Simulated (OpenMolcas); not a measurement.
## 5d6 along the 74-electron sequence

```yaml
Program: OpenMolcas
Method: SS-CASPT2, IPEA 0.25 Eh, imaginary shift 0.1 Eh
Basis: ANO-RCC-VQZP
Scalar_Hamiltonian: DKH2, point nucleus
Spin-orbit_coupling: state interaction with AMFI integrals over the reference wave functions, term energies averaged over their components
```

Active space for each ion: 6 electrons in 10 orbitals (5d 6d); closed shells correlated by CASPT2: 5s 5p.

Computed levels in cm-1 above 5D4:

| Level | Os2+ | Pt4+ | Au5+ |
| --- | --- | --- | --- |
| 5D3 | 4600 | 7600 | 9470 |
| 5D1 | 6890 | 10780 | 13080 |
| 5D0 | 7140 | 10890 | 12960 |
| 3G5 | 16590 | 21700 | 24430 |
| 3H6 | 17080 | 22240 | 25060 |
| 3F2(1) | 20080 | 26630 | 30110 |
| 1S0 | 21950 | 30920 | 35640 |
| 3D1 | 23570 | 32300 | 36760 |
| 3D2 | 24560 | 33440 | 38010 |
| weight of 5D in the lowest level (%) | 85 | 79 | 75 |

Mixed levels, with the weight of the term that names them: Os2+ 3G5 (50 %), Os2+ 1S0 (61 %), Os2+ 3D2 (69 %), Pt4+ 5D0 (74 %), Pt4+ 3G5 (52 %), Pt4+ 3F2(1) (67 %), Pt4+ 1S0 (60 %), Pt4+ 3D1 (74 %), Pt4+ 3D2 (64 %), Au5+ 5D0 (70 %), Au5+ 3G5 (53 %), Au5+ 3F2(1) (61 %), Au5+ 1S0 (60 %), Au5+ 3D1 (73 %), Au5+ 3D2 (61 %).

The fine-structure level 5D0 changes by a factor of 1.82 from Os2+ to Au5+. Its fourth root runs 9.19, 10.22, 10.67, with steps per unit of Z of 0.51, 0.45; equal steps would mean a (Z - σ)^4 law with constant σ.

3G5 changes by a factor of 1.47 over the same range, with steps per unit of Z of +2560, +2730 cm-1.

CASPT2 does not keep the components of a term degenerate, so their means are used; among the terms shown or strongly mixed into the levels shown the widest spread is 140 cm-1 (5d6 1I, Pt4+). Active for correlation alone: 6d; no level in the range computed is led by a configuration that fills it, so any true level of that kind is missing. Only configurations of the active space appear.

A number in round brackets counts repeated terms of one configuration in the order of the reference energies.
